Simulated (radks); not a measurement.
The numbers below are computed, except where a source is named.
Task: These are the eigenvalues of the occupied orbitals of an atom or ion with whole-number occupations (hartree). Level of theory: scalar-relativistic Kohn-Sham, PBE, spin-polarised, spherical densities, finite nucleus; Fermi nuclear charge, rms radius of each element as measured or else 0.836 A^(1/3) + 0.57 fm (a radial shooting solver on a logarithmic mesh with Libxc functionals).

1s up: -1654.346
1s down: -1654.346
2s up: -268.9577
2s down: -268.9572
2p up: -240.1993
2p down: -240.1989
3s up: -58.64981
3s down: -58.59746
3p up: -49.61765
3p down: -49.56557
3d up: -37.22916
3d down: -37.18904
4s up: -11.69931
4s down: -11.56204
4p up: -8.73642
4p down: -8.59854
4d up: -4.55084
4d down: -4.41240
5s up: -1.56750
5s down: -1.48314
5p up: -0.85528
5p down: -0.79169
6s up: -0.13314
6s down: -0.12523
4f up: -0.11607

Which element is it, and in what charge state? The configuration may be excited. Open shells, if any, are filled with parallel spins first.

Result: Z = 61, promethium, charge 0: Pm in [Xe] 4f5 6s2. The list shows which subshells hold electrons but not how many an open one holds; the 1s level, -1654.3 hartree, gives Z - s = 57.5 by -(Z - s)^2/2, which with screening and relativity narrows Z to a few neighbours, and the depths of the outer levels then fix element, charge and occupations together.
